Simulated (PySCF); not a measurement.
CH₇ClOSi₃. Atoms are numbered in the order given.

```xyz
13

O      2.5811    -0.5223     0.9725
Si     1.4639    -0.0189    -0.1804
Si    -0.1227    -1.7001    -0.7648
C     -1.2220    -1.0777     0.6848
Si    -0.5440     0.6900     0.8207
Cl    -1.4944     1.8453    -0.6551
H      3.2845    -1.1088     0.6675
H      2.1004     0.8291    -1.2331
H      0.2724    -3.1361    -0.6415
H     -0.7816    -1.4884    -2.0858
H     -0.9253    -1.6278     1.5971
H     -2.3116    -1.1725     0.5610
H     -0.7128     1.3869     2.1270
```

Coordinates come from a B3LYP-D3(BJ)/def2-SVP optimisation. The structure was generated by enumeration; whether it is a known compound was not checked. One conformer was computed; it need not be the lowest.

Calculation: PBE0/def2-TZVP run with PySCF.

The molecule is in vacuum.

```json
{
 "total_energy": "-1445.75793 hartree",
 "highest_occupied_level": "-7.08 eV",
 "lowest_empty_level": "-1.23 eV",
 "orbital_gap": "5.85 eV",
 "dipole_moment": "2.31 D",
 "quadrupole, principal values (traceless, Buckingham form, about the centre of nuclear charge)": "-5.55, -2.93, 8.48 D·Å",
 "mean_static_polarisability": "107.6 bohr³ (15.95 Å³)",
 "polarisability_principal_values": "96.4, 107.2, 119.2 bohr³"
}
```
